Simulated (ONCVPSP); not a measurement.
How hard is this In (Z = 49) ONCV potential?

```
Element                 : indium
Generator               : ONCVPSP 4.0.1
Type                    : optimised norm-conserving Vanderbilt (ONCV)
Functional              : PBE
Relativity              : scalar-relativistic
Frozen core             : [Kr]
Valence charge          : 13
Reference configuration : 4d10 5s2 5p0.5 (charge +0.5)
Partial waves           : 5s: rc 2.10 bohr, ncon 4, nbas 7, qcut 2.8 1/bohr, 3 projectors, debl 0.6 Ha; 5p: rc 2.94 bohr, ncon 4, nbas 7, qcut 3 1/bohr, 1 projector; 4d: rc 1.70 bohr, ncon 5, nbas 9, qcut 9 1/bohr, 3 projectors, debl 3.3 Ha
Local potential         : polynomial inside 1.60 bohr (lpopt 5, dvloc0 0 Ha)
Core correction         : polynomial model core, fcfact 0.35
```

Q: For each optimised wave give the share of its norm inside rc, the residual kinetic energy above qcut (Ha) and the cutoffs (Ha) for errors of 10, 1, 0.1 and 0.01 mHa per electron.

A:

| wave | norm inside rc | residual KE | 10 mHa | 1 mHa | 0.1 mHa | 0.01 mHa |
| --- | --- | --- | --- | --- | --- | --- |
| 5s | 0.347 | 6.0e-03 | 3.5 | 10.7 | 23.9 | 28.3 |
| s projector 2 | 0.138 | 5.4e-03 | 3.4 | 8.8 | 32.1 | 39.7 |
| s projector 3 | 0.101 | 9.6e-03 | 3.9 | 9.4 | 28.4 | 50.3 |
| 5p | 0.416 | 1.9e-04 | 1.0 | 3.0 | 6.4 | 15.6 |
| 4d | 0.857 | 1.3e-05 | 26.5 | 32.2 | 36.6 | 43.5 |
| d projector 2 | 0.129 | 4.3e-05 | 26.3 | 33.0 | 38.4 | 62.0 |
| d projector 3 | 0.127 | 2.2e-04 | 30.2 | 36.7 | 43.2 | 80.5 |

The occupied waves need 32 Ha and 37 Ha for 1 and 0.1 mHa. Note: ghosts flagged at negative energy: s at -148.5 eV; GHOST(+) flagged for s at 37.4 eV. A true bound ghost makes a file unfit for plane-wave use.
